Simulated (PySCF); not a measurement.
Species: C3H7ClOSi.
Atom-mapped SMILES: `[Cl:1][C@H:2]1[CH2:3][CH2:4][O:5][SiH2:6]1` (hydrogens: H7 on C2; H8, H9 on C3; H10, H11 on C4; H12, H13 on Si6)

Theory: TDDFT PBE0/def2-SVPD, vertical, gas phase, core orbitals frozen in the response (PySCF 2.14.0, density-fitted response routines). Geometry: GFN2-xTB, one conformer, isolated molecule.

Frontier orbitals with the atoms that hold most of them (Löwdin shares over 4%, at most four atoms; ? is withheld):

| orbital | ε (eV) | atoms |
| --- | --- | --- |
| LUMO+2 | 0.52 | Cl1 22%, Si6 20%, C2 11%, H8 8% |
| LUMO+1 | 0.30 | Cl1 26%, Si6 21%, C2 16%, C3 7% |
| LUMO | ? | ? |
| HOMO | -7.83 | Cl1 40%, C2 15%, O5 13%, Si6 12% |
| HOMO-1 | -8.28 | ? |
| HOMO-2 | -8.57 | Cl1 72%, C2 12%, C3 6%, H7 4% |
| HOMO-3 | -9.39 | O5 45%, C4 16%, C3 14%, Si6 6% |

Give the leading atoms of the LUMO.

Si6 (bonded to C, O and 2 H) 33%; Cl1 (bonded to C) 15%; H13 (bonded to Si) 12%; C2 (bonded to C, Cl, Si and H) 11%.

Which atoms hold the HOMO-1, and with what shares?

O5 (bonded to C and Si) 43%; Cl1 (bonded to C) 12%; Si6 (bonded to C, O and 2 H) 10%; C4 (bonded to C, O and 2 H) 10%.

What is the LUMO energy, and the HOMO–LUMO gap?

ε(LUMO) = 0.13 eV; the gap is 7.96 eV (0.2925 hartree).

How does S1 compare with the orbital gap of 7.96 eV?

S1 is at 6.57 eV (f = 0.019), 1.39 eV below the gap, made of HOMO→LUMO (58%), HOMO→LUMO+1 (31%). 

One configuration dominates each of S3 and S6. Which, and how do the shares of the two leading atoms of either orbital change from the occupied to the empty one?

- S3 (7.09 eV, f 0.011), HOMO-1→LUMO (79%): O5 43% → at most 11%, Cl1 12% → 15%, Si6 10% → 33%
- S6 (7.37 eV, f 0.017), HOMO-1→LUMO+1 (75%): O5 43% → at most 8%, Cl1 12% → 26%, Si6 10% → 21%

Löwdin shares depend on the basis, the more so with diffuse functions.

The run took 48 s of wall time on one thread, Arm Neoverse N1 (aarch64), no GPU (shared host), and the process peaked at 0.73 GiB of memory.

Without π bonds the low states are Rydberg-like; a valence basis with one diffuse set may place them up to an eV too high.
